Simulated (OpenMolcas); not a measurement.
Computed levels of 5d7 in ions with 75 electrons, in cm-1 above 4F 9/2.

```yaml
Program: OpenMolcas
Method: CASSCF
Basis: ANO-RCC-VQZP
Scalar_Hamiltonian: DKH2, point nucleus
Spin-orbit_coupling: RASSI with atomic mean-field integrals over the reference wave functions, term energies averaged over their components
```

Active space for each ion: 7 electrons in 5 orbitals (5d).

```csv
Level,Ir2+,Au4+
4F 7/2,7555,11707
4F 5/2,10078,14009
4P 5/2,17334,22761
2G 9/2,17787,23302
4P 1/2,20791,27271
2H 11/2,23804,30854
2G 7/2,24070,32200
2D 5/2(1),27905,37498
2P 1/2,31701,43118
```

Problem. Estimate 4F 5/2, 4P 5/2, 2G 9/2 for Pt3+ from its neighbours Ir2+ and Au4+.

Solution. 4F 5/2 is fine structure, which grows about as the fourth power of a screened charge, so the fourth roots are averaged: ((10078^0.25 + 14009^0.25) / 2)^4 = 11922. The calculation gives 12066, so the estimate is off by -1.2 %.
4P 5/2 is another term, which grows about linearly with the charge: (17334 + 22761) / 2 = 20048. The calculation gives 19956, so the estimate is off by +0.5 %.
2G 9/2 is another term, which grows about linearly with the charge: (17787 + 23302) / 2 = 20544. The calculation gives 20494, so the estimate is off by +0.2 %.

Mixed levels, with the weight of the term that names them: Ir2+ 2G 9/2 (64 %), Ir2+ 4P 1/2 (70 %), Ir2+ 2P 1/2 (70 %), Pt3+ 4F 5/2 (72 %), Pt3+ 2G 9/2 (61 %), Pt3+ 4P 1/2 (68 %), Pt3+ 2P 1/2 (68 %), Au4+ 4F 5/2 (65 %), Au4+ 2G 9/2 (58 %), Au4+ 4P 1/2 (67 %), Au4+ 2D 5/2(1) (72 %), Au4+ 2P 1/2 (67 %).

Without dynamic correlation excited terms often stand tens of per cent too high (terms of higher spin than the ground term too low), and those without a measured partner can miss by more than the paired ones. Configurations with an s electron lie low in 5d ions of this charge, fall among these levels and mix in, so low-spin terms can stand far too high, up to twice their true height, and weights are not those of the real levels (holds for Ir2+). Only configurations of the active space appear.

A number in round brackets counts repeated terms of one configuration in the order of the reference energies.
